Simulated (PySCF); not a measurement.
C6H4ClF2N.
Atom-mapped SMILES: `[N:1]#[C:2][C:3]#[C:4][C:5]([F:6])([F:7])[CH2:8][CH2:9][Cl:10]` (hydrogens: H11, H12 on C8; H13, H14 on C9)

Computed geometry: GFN2-xTB, gas phase.

(1) What internal coordinates does the optimisation give?

Results:

(1) 
```
          bond  length (pm)   order
         N1≡C2        114.7  triple
         C2–C3        136.6  single
         C3≡C4        120.6  triple
         C4–C5        145.7  single
  C5–F6, C5–F7        136.5  single
         C5–C8        153.2  single
         C8–C9        152.4  single
       C9–Cl10        178.3  single
C8–H11, C8–H12        109.2  single
C9–H13, C9–H14        109.0  single
```

Bonds in one row agree within 1 pm and their mean is given. Orders are formal, as drawn. A selection of angles:
```
     angle  degrees
  N1–C2–C3    180.0
  C2–C3–C4    178.9
  C3–C4–C5    179.0
  C4–C5–F6    109.8
  C4–C5–C8    111.6
  F6–C5–F7    105.0
  F6–C5–C8    110.2
  C5–C8–C9    110.6
C8–C9–Cl10    109.5
```

Dihedral angles: C4–C5–C8–C9 180° (antiperiplanar); C5–C8–C9–Cl10 180° (antiperiplanar).

The 5 C–C bonds span 1.206 Å (C3≡C4, drawn triple) to 1.532 Å (C5–C8, drawn single), a spread of 0.326 Å. Of the pairs four or more bonds apart, F7···H14 is among the closest relative to their van der Waals radii: 2.57 Å, 96 % of the sum of Bondi's values.

Point group: Cs (tolerance 0.08 Å). GFN2-xTB frequencies: not computed here. The numbers are those of one conformer.
